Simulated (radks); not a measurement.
The ytterbium ion Yb+ inside a hard spherical wall (all orbitals vanish at R), configuration held at [Xe] 4f14 6s1 and not refilled when levels cross. Method: scalar-relativistic Kohn-Sham, LDA (Slater exchange, VWN5 correlation), spin-polarised, spherical densities, finite nucleus; open shells are filled with parallel spins first (spin-orbit coupling, left out, can overturn this in heavy ions); Fermi nuclear charge, rms radius 5.3108 fm; computed with a radial shooting solver on a logarithmic mesh with Libxc functionals. Eigenvalues in eV for spin up, with the zero of energy where the potential of the charges vanishes at infinity; a dash marks a level that is unbound or too diffuse for the functional's potential to be trusted. A positive occupied level is held by the wall or, in an anion where self-interaction has pushed it up, behind a barrier. The pressure on the wall is -dE/dV.

R (bohr)  E (hartree)  kinetic (hartree)    e(5s)    e(5p)    e(4f)   e(6s)  e(5d, empty)  e(6p, empty)  pressure (GPa)
free      -14049.3067          15302.580  -61.974  -34.491  -10.040  -9.866        -6.970        -5.914               0
15        -14049.3067          15302.580  -61.973  -34.491  -10.040  -9.866        -6.970        -5.914        < 0.0001
12        -14049.3067          15302.580  -61.973  -34.490  -10.040  -9.865        -6.969        -5.907        0.000183
8         -14049.3046          15302.601  -61.873  -34.394   -9.941  -9.754        -6.858        -5.519           0.103
7         -14049.2990          15302.643  -61.707  -34.234   -9.775  -9.518        -6.664        -4.928           0.460
6         -14049.2804          15302.753  -61.335  -33.880   -9.398  -8.837        -6.188        -3.509            2.06
5         -14049.2186          15303.053  -60.545  -33.142   -8.566  -6.866        -5.032         0.006            10.1
4         -14048.9881          15304.075  -58.671  -31.385   -6.453  -0.654        -1.938         9.604            64.2
3         -14047.8023          15309.271  -52.519  -25.054    1.018  23.188         8.680        41.322             692
2.5       -14045.3974          15319.249  -43.536  -14.811   11.893  59.351        24.187        84.897            3010
2         -14037.3972          15349.341  -20.077   13.255   37.143  149.87        63.142        187.33           16800
